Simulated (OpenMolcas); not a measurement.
Zr: effect of correlating more closed shells

```yaml
Program: OpenMolcas 26.06
Basis: ANO-RCC-VQZP [8s7p5d3f2g1h]
Scalar_Hamiltonian: DKH2, point nucleus
Active_space: 2 electrons in 5 orbitals (4d)
State_averaging: 2S+1 = 3 even, 10 roots; 2S+1 = 1 even, 15 roots
Spin-orbit_coupling: state interaction with AMFI integrals over the reference wave functions, term energies averaged over their components
```

Methods on the same reference wave functions:
A. CASSCF
B. SS-CASPT2, IPEA 0.25 Eh, imaginary shift 0.1 Eh (closed shells correlated: 4s 4p 5s)
C. SS-CASPT2, IPEA 0.25 Eh, imaginary shift 0.1 Eh (closed shells correlated: 3d 4s 4p 5s)

Energies in cm-1 above 4d2 5s2 3F2, the measured ground level; measured values from NIST Handbook of Basic Atomic Spectroscopic Data.

| Level | A | B | C | Measured |
| --- | --- | --- | --- | --- |
| 4d2 5s2 3F2 | 0.0 | 0.0 | 0.0 | 0.0 |
| 4d2 5s2 3F3 | 587 | 616 | 617 | 570 |
| 4d2 5s2 3F4 | 1308 | 1333 | 1334 | 1241 |
| 4d2 5s2 1D2 | 8253 | 4680 | 4630 |  |
| 4d2 5s2 3P0 | 9323 | 7350 | 7310 | 4197 |
| 4d2 5s2 3P1 | 9544 | 7600 | 7560 | 4376 |
| 4d2 5s2 3P2 | 10074 | 8040 | 8000 |  |
| 4d2 5s2 1G4 | 12441 | 9500 | 9440 | 8057 |
| 4d2 5s2 1S0 | 29446 | 19750 | 19640 |  |

Deviations, from unrounded energies. A percentage is the sum of absolute deviations over the sum of measured energies, with the sign that they share, or ± where signs differ.

| Against measurement | Levels | A | B | C |
| --- | --- | --- | --- | --- |
| mean absolute deviation (cm-1) | 5 | 3000 | 1600 | 1600 |
| fine structure of the ground term (%) | 2 | +4.6 | +7.6 | +7.7 |
| other terms of the ground configuration (%) | 3 | +88.3 | +47.0 | +46.1 |

B, C lie about equally close to measurement and A furthest from it. The largest miss of C in the table is 4d2 5s2 3P1, by +3200 cm-1. The ranking rests on the paired levels alone, and a cruder setting can come out closer through cancelling errors.

Between B and C the level of the table that moves most is 4d2 5s2 1S0, by 110 cm-1 (lowest in C, highest in B). Moves below CASPT2's spread within the term are not significant.

The mean deviations of B to C differ by less than CASPT2's widest spread within a term (710 cm-1), so their order carries little weight.

From A to B the spin-free energies of the other terms of 4d2 5s2 shown, above 3F, scale by factors of 0.51 to 0.78.

The lowest spin-free term lies below A's lowest term by 0.358 hartree in B, 0.451 hartree in C.

What an inner shell adds also hangs on whether the basis holds functions to correlate it.

CASPT2 breaks the degeneracy within a term, and the mean is taken; among the terms shown or strongly mixed into the levels shown the widest spread is 710 cm-1 (4d2 5s2 1G, C). With the s shell closed, the reference lacks s² → p², s² → d² and s → d mixing, so excited terms can stand far too high and out of order, with CASPT2 too. Without dynamic correlation excited terms often stand tens of per cent too high (terms of higher spin than the ground term too low), and those without a measured partner can miss by more than the paired ones (holds for A). Some terms miss by over 15 % even with CASPT2, which points to a basis or an active space too small for the shells correlated (holds for B; C). Measured partners are found by configuration, term and J. A level has none where our copy of the source lacks it or the pairing is in doubt (some pairs that miss far off the trend of their configuration count as doubtful), and it then counts in no deviation. Only configurations of the active space appear.
